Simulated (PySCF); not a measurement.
SnOBr2, SMILES [O]=[Sn]([Br])[Br].

Geometry: B3LYP-D3(BJ)/def2-SVP. The def2 effective core potentials stand for the cores of Sn; spin–orbit coupling is left out.

These are PySCF with PBE/def2-TZVP values and carry that method's errors.

Q: Estimate the frontier levels, gap, dipole moment and polarisability. (Estimate from the structure and the level; the computed values follow.)

A: 
The highest occupied level is -6.85 eV and the lowest empty level comes out as -4.72 eV. The orbital gap is 2.14 eV, the dipole moment comes out as 2.44 D and the quadrupole, principal values (traceless, Buckingham form, about the centre of nuclear charge) comes out as -12.08, 4.40, 7.68 D·Å. The mean static polarisability is 85.8 bohr³ (12.72 Å³). The polarisability, principal values comes out as 53.9, 93.9, 109.7 bohr³.
